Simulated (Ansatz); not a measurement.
Q: Name a neutral molecule of C, Cl, O, Si and H with HOMO energy (PBE0/def2-TZVPP) between -7.05 and -6.75 eV and HOMO energy (ωB97M-V/def2-TZVPP) between -9.20 and -8.90 eV (Ansatz, PBE0-D4/def2-TZVP geometry).

A: `O=C([SiH3])[SiH](O)Cl` (-6.93 eV, -9.13 eV); `ClC1=CO[SiH2]1` (-6.81 eV, -8.99 eV); `O/C([SiH3])=C\Cl` (-6.93 eV, -9.11 eV); `C=C=C(Cl)O[SiH3]` (-6.86 eV, -9.04 eV); `ClC[SiH]1O[SiH2]1` (-6.98 eV, -9.01 eV). Other molecules can fit too; these were computed, each in one conformer that needn't be the lowest.
